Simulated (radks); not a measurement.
Results of a calculation; reference values are marked as such.
Q: All-electron atom: the tungsten ion W2+ in [Xe] 4f14 5d4. Level of theory: scalar-relativistic Kohn-Sham, SOGGA, spin-polarised, spherical densities, finite nucleus; open shells are filled with parallel spins first (spin-orbit coupling, left out, can overturn this in heavy ions); Fermi nuclear charge, rms radius 5.3658 fm (a radial shooting solver on a logarithmic mesh with Libxc functionals). Some entries of the table are withheld. Estimate them.

| orbital | occ. | eigenvalue (hartree) | <r^2> (bohr^2) | <r> (bohr) |
|---|---|---|---|---|
| 1s down | 1 | -2552.606 | 0.0004634 | 0.01835 |
| 1s up | 1 | -2552.606 | 0.0004634 | 0.01835 |
| 2s up | 1 | -441.0915 | 0.007125 | 0.07760 |
| 2s down | 1 | -441.0850 | 0.007125 | 0.07760 |
| 2p up | 3 | -385.9777 | 0.005893 | 0.06945 |
| 2p down | 3 | -385.9725 | 0.005893 | 0.06945 |
| 3s up | 1 | -102.0225 | 0.04626 | 0.2012 |
| 3s down | 1 | -102.0206 | 0.04626 | 0.2012 |
| 3p up | 3 | -85.69372 | 0.04701 | 0.2014 |
| 3p down | 3 | -85.69158 | 0.04701 | 0.2014 |
| 3d up | 5 | -66.87359 | 0.03899 | 0.1824 |
| 3d down | 5 | -66.86939 | 0.03899 | 0.1824 |
| 4s up | 1 | -21.49636 | 0.2283 | 0.4497 |
| 4s down | 1 | -21.49088 | 0.2283 | 0.4497 |
| 4p up | 3 | -16.13733 | 0.2601 | 0.4781 |
| 4p down | 3 | -16.13213 | 0.2600 | 0.4781 |
| 4d up | 5 | -9.33729 | 0.3033 | 0.5115 |
| 4d down | 5 | -9.33094 | 0.3030 | 0.5113 |
| 5s up | 1 | -3.51253 | 1.290 | 1.071 |
| 5s down | 1 | -3.45038 | 1.269 | 1.063 |
| 5p up | 3 | -2.20630 | 1.779 | 1.253 |
| 5p down | 3 | -2.12183 | 1.742 | 1.240 |
| 4f up | 7 | -1.80536 | 0.4693 | 0.6103 |
| 4f down | 7 | -1.79087 | 0.4590 | 0.6051 |
| 5d up | 4 | (1) | 4.050 | 1.861 |
| 5d down | 0 | (2) | 4.118 | 1.869 |

A: 
(1) 5d up eigenvalue (hartree): -0.76814
(2) 5d down eigenvalue (hartree): -0.65559
